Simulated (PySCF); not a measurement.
# Reading the logs of faulty runs: Al3H4N

All numbers below are calculated, not measured. The program is PySCF 2.14.0, an open-source quantum chemistry code, run on an isolated molecule that a program drew, which may never have been made. The molecule is Al3H4N (charge 0, singlet), drawn as the SMILES string `[Al][N]([AlH2])[AlH2]`.

Each row is a Hartree-Fock (HF) and frozen-core CCSD(T) single point in the cc-pV(D+d)Z basis, meant for a local HF minimum. Run 1 is clean. Each other run has one planted mistake out of seven kinds, and not every kind appears here: one electron removed, one electron added, multiplicity raised by two, geometry at a saddle point, minimal basis STO-3G, one bond length entered in bohr, all coordinates scaled. The reference is restricted for singlets and unrestricted otherwise, and also for a bond in bohr. Adding or removing an electron swaps singlet and doublet. Electrons count all cores. HOMO and LUMO are orbital energies over both spins, the gradient is its largest component, and the lowest frequency (negative if imaginary) is given only where the gradient is small. Bond lengths are over the 7 bonds as drawn. T1 is the CCSD diagnostic: over 0.02 (restricted) or 0.045 (unrestricted) a single reference is doubtful.

Geometry of the clean run:
```xyz
8
Al3H4N, angstrom
Al    0.0856   -0.1402    2.7507
N    -0.1647    0.8314    1.2265
Al   -1.7010    1.7378    1.0014
Al    1.1304    0.8641   -0.0202
H    -1.9678    2.5931   -0.2962
H    -2.7851    1.6516    2.1515
H     0.9655    1.6869   -1.3551
H     2.4500    0.0371    0.2636
```

| run | electrons | basis functions | <S^2> | HOMO (eV) | LUMO (eV) | gradient (hartree/bohr) | lowest frequency (cm^-1) | mean bond (Å) | longest bond (Å) | T1 | HF (hartree) | CCSD(T) (hartree) | mistake |
|---|---|---|---|---|---|---|---|---|---|---|---|---|---|
| 1 | 50 | 103 | 0.000 | -8.17 | 1.51 | 2.2e-05 | 147 | 1.6772 | 1.825 | 0.0154 | -782.61346 | -783.01983 | no fault |
| 2 | 50 | 36 | 0.000 | -3.85 | 9.55 | 3.6e-02 | - | 1.6772 | 1.825 | 0.0201 | -773.13579 | -773.33265 | minimal basis STO-3G |
| 3 | 50 | 103 | 1.038 | -7.74 | 0.58 | 1.6e-02 | - | 1.9057 | 3.398 | 0.0672 | -782.46913 | -782.86138 | one bond length entered in bohr |
| 4 | 50 | 103 | 0.000 | -8.25 | 1.45 | 1.7e-02 | - | 1.7325 | 1.885 | 0.0165 | -782.60642 | -783.01654 | all coordinates scaled |
| 5 | 50 | 103 | 2.004 | -6.00 | 0.00 | 5.1e-03 | - | 1.6772 | 1.825 | 0.0183 | -782.54142 | -782.91886 | multiplicity raised by two |
| 6 | 49 | 103 | 0.761 | -15.23 | -6.49 | 4.7e-02 | - | 1.6772 | 1.825 | 0.0210 | -782.34563 | -782.71858 | ? |

**Which mistake was planted in run 6, and what did it cost?**

It counts 49 electrons, one fewer than the clean run, at the same geometry and basis. So the mistake is: one electron removed. Subtracting run 1 and multiplying by 627.51 kcal/mol a hartree, the energy moved by 168.1 kcal/mol in HF and 189.0 kcal/mol in CCSD(T).

Cautions from the logs. Run 2: T1 is over the limit, so its CCSD(T) energy is less reliable; run 3: T1 is over the limit, so its CCSD(T) energy is less reliable.
